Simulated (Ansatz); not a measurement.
Total energies of Ca₂S₂ from Ansatz at CCSD(T)/def2-TZVPP, gas phase (1 Eh = 27.2114 eV = 2625.5 kJ/mol). The reference geometry is relaxed at r2SCAN-D4/def2-TZVP.

```xyz
4

Ca   -0.381    0.335   -1.569
Ca    0.387   -0.342    1.566
S     1.468    1.228   -0.094
S    -1.475   -1.220    0.098
```

```csv
state,geometry,energy (Eh)
charge 0 singlet,reference,-2149.61662
charge 1 doublet,reference,-2149.35775
charge 0 triplet,relaxed at r2SCAN-D4/def2-TZVP,-2149.53957
charge 0 quintet,relaxed at r2SCAN-D4/def2-TZVP,-2149.46100
free Ca atom (singlet),–,-676.97212
free S atom (triplet),–,-397.64674
```

Correlated methods freeze 20 core orbitals; core or outer-core shells of Ca are correlated, in sets that lack core-valence functions.

Q: Work out the vertical ionisation energy to the doublet.

A: E(charge 1 doublet) − E(charge 0 singlet) = -2149.35775 − (-2149.61662) = 0.25887 Eh = 7.04 eV.

Q: Which of the charge 0 states is lowest, and how far above it are the others?

A: The singlet. triplet: -2149.53957 − (-2149.61662) = 0.07705 Eh = 202.3 kJ/mol; quintet: -2149.46100 − (-2149.61662) = 0.15562 Eh = 408.6 kJ/mol.

Q: What is the binding energy per atom against free atoms?

A: Atoms: 2 × (-676.97212) + 2 × (-397.64674) = -2149.23772 Eh. Binding: -2149.23772 − (-2149.61662) = 0.37890 Eh = 10.31 eV, or 2.58 eV for each of 4 atoms (no zero-point energy, no counterpoise term).

At CCSD(T)/def2-TZVPP T1 of the charge 0 triplet is large (up to 0.071), so the single-reference result is doubtful.

The structure comes from a short search, and lower isomers may exist.
